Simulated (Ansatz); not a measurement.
`CO[SiH](O)[GeH2][OH]` → `[OH][GeH3]` + `CO[Si]O`  (silylene formation by 1,1-elimination)

Program: Ansatz. Geometries: PBE0-D4/def2-TZVP. ΔE: electronic, gas phase. CCSD(T)/CBS is the MP2 limit (def2-TZVPP, def2-QZVPP) plus CCSD(T) − MP2 in def2-TZVPP, frozen cores. Functionals use def2-TZVPP. For Ge outer-core shells are correlated without core-valence functions, which leaves a few kJ/mol of doubt a bond. Scalar relativity is left out up to krypton. One conformer a species, not always the lowest.

CCSD(T)/CBS gives +143.0 kJ/mol.

Task: Another level gave +154.5 kJ/mol. Which?
A. HF/def2-TZVPP
B. B2PLYP/def2-TZVPP
C. ωB97X-V/def2-TZVPP
D. r2SCAN-D4/def2-TZVPP

Result: D. r2SCAN-D4 154.5, HF/def2-TZVPP 125.1, B2PLYP 129.4, ωB97X-V 148.6 kJ/mol.

Largest T1 diagnostic among the species: 0.014.

The D4 term adds +17.7 kJ/mol with B3LYP and +9.9 kJ/mol with PBE0; it sums over pairs of atoms, weighted by their polarisabilities, and B3LYP, whose exchange is more repulsive, gets the larger term. In def2-TZVPP, CCSD(T) changes the Hartree–Fock value by +11.0 kJ/mol (the triples alone add +1.4 kJ/mol) and MP2 by +20.7 kJ/mol. From PBE to PBE0 (25 % exact exchange), in def2-TZVPP and without D4, ΔE moves by +13.0 kJ/mol.

B3LYP here is the variant with VWN-RPA as its local correlation; programs differ in this.
